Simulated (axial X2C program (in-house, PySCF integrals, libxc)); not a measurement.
**SrP: cheaper levels and CCSD(T), two-component**

All values were computed with an in-house all-electron X2C program for linear molecules (integrals from PySCF). Two-component (2c) means X2C with spin–orbit coupling and atomic mean-field two-electron Coulomb and Gaunt terms. Basis: Sr dyall-cv3z [13s12p8d5f1g], P dyall-v3z [8s7p2d1f] (cores contracted in-house); Gaussian nuclei, density fitting, unrestricted open shells. Masses: Sr 87.906 u, P 30.974 u.

State: Ω = 3/2 (⟨Sz⟩ = 0.50, ⟨Lz⟩ = 1.00 at HF); fragments Sr + P.

| level | Re (Å) | ωe (cm⁻¹) | De (eV) |
| --- | --- | --- | --- |
| PBE0 | 2.641 | 296.4 | 1.29 |
| HF | 2.830 | 247.8 | 0.230 |
| CCSD | 2.734 | 268.1 | 0.688 |
| TPSSh | 2.632 | 310.5 | 1.45 |

Correlated methods: 15 electrons correlated (number of frozen shells: Sr 3 s, 2 p, 1 d; P 2 s, 1 p), 233 virtual spin orbitals or spinors in MP2, 140 natural virtuals in coupled cluster.

CCSD(T), same Hamiltonian and basis:

Re = 2.720 Å, ωe = 272.4 cm⁻¹, De = 0.76 eV; T1 = 0.048 (Lee–Taylor normalisation).

**Question.** Give the differences from CCSD(T) in the columns below.

**Answer.** 

```csv
level,ΔRe (Å),Δωe (cm⁻¹),ΔDe (eV)
PBE0,-0.079,24.0,0.53
HF,0.110,-24.6,-0.53
CCSD,0.014,-4.3,-0.07
TPSSh,-0.088,38.1,0.69
```

Dissociation energies refer to the lowest single-determinant-based atoms at the same level and basis. Density functionals use the spin component along the axis (collinear). CCSD and (T) use frozen natural virtuals with an MP2 correction for the truncation; (T) itself is uncorrected, so its De runs slightly low. Without a current term, density functionals place determinants with orbital angular momentum somewhat too high. The state is one determinant with fixed occupations, lowest in a PBE0 search at one distance only: followed along the bond, the spin-free determinant M_S = 3/2, Λ = 0 reaches 0.04 eV lower at PBE0, at Re = 2.910 Å, so the state shown is not the lowest. The determinant is spin-polarised beyond a pure state at some levels (its spin-free form has ⟨S²⟩ too high), which makes Re and μ there less reliable. The T1 diagnostic is large, a sign of multireference character. The stretched end of a curve changes character and is left out.
